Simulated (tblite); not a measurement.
C₁₃H₁₁O (charge -1).
Atom-mapped SMILES: `[O-:1][c:2]1[cH:3][cH:4][c:5]([CH2:6][c:7]2[cH:8][cH:9][cH:10][cH:11][cH:12]2)[cH:13][cH:14]1` (hydrogens: H15 on C3; H16 on C4; H17, H18 on C6; H19 on C8; H20 on C9; H21 on C10; H22 on C11; H23 on C12; H24 on C13; H25 on C14)

Computed geometry: GFN2-xTB, gas phase.

Task: Give the optimised bond lengths and angles.

Result: 
```tsv
bond	length (Å)	order
O1–C2	1.259	single
C2–C3, C2–C14	1.433	aromatic
C3–C4, C13–C14	1.371	aromatic
C4–C5, C5–C13	1.394	aromatic
C5–C6	1.514	single
C6–C7	1.498	single
C7–C8, C7–C12	1.392	aromatic
C8–C9, C11–C12	1.382	aromatic
C9–C10, C10–C11	1.385	aromatic
C3–H15, C14–H25	1.085	single
C4–H16, C13–H24	1.088	single
C6–H17, C6–H18	1.094	single
C8–H19, C12–H23	1.081	single
C9–H20, C11–H22	1.082	single
C10–H21	1.082	single
```

Bonds in one row agree within 0.01 Å and their mean is given. Orders are formal, as drawn. A selection of angles:
```tsv
angle	degrees
O1–C2–C3	123.0
C3–C2–C14	114.1
C2–C3–C4	122.5
C3–C4–C5	121.7
C4–C5–C6	121.2
C4–C5–C13	117.5
C5–C6–C7	107.8
C6–C7–C8	120.9
C8–C7–C12	118.1
C7–C8–C9	121.0
C8–C9–C10	120.3
C9–C10–C11	119.3
C2–C14–C13	122.5
```

Dihedral angles: C4–C5–C6–C7 -88° (synclinal); C5–C6–C7–C8 89° (synclinal).

C7 (substituted aromatic carbon) is planar (angles 120.9°, 120.9° and 118.1°, sum 359.9°, 0.03 Å off the plane of its three neighbours). C2 (aromatic carbon bearing oxygen) is planar (angles 123.0°, 123.0° and 114.1°, sum 360.0°, 0.00 Å off the plane of its three neighbours). Of the pairs four or more bonds apart, H18···H19 is among the closest relative to their van der Waals radii: 2.45 Å, 102 % of the sum of Bondi's values. C5 (substituted aromatic carbon) is planar (angles 121.3°, 121.2° and 117.5°, sum 360.0°, 0.02 Å off the plane of its three neighbours). The 6-membered ring C7–C8–C9–C10–C11–C12 has internal angles of 118.1° to 121.0° (sum 720°, against 720° for a flat polygon); it is planar, 0.00 Å rms from its mean plane, widest ring torsion 0°. C3 (aromatic CH carbon) is planar (angles 122.5°, 119.9° and 117.6°, sum 360.0°, 0.00 Å off the plane of its three neighbours). C4 (aromatic CH carbon) is planar (angles 121.7°, 119.4° and 118.9°, sum 360.0°, 0.01 Å off the plane of its three neighbours).

Its lowest GFN2-xTB frequency is 10i cm⁻¹, too small to tell a flat minimum from a shallow saddle.

One conformer stands for the species.
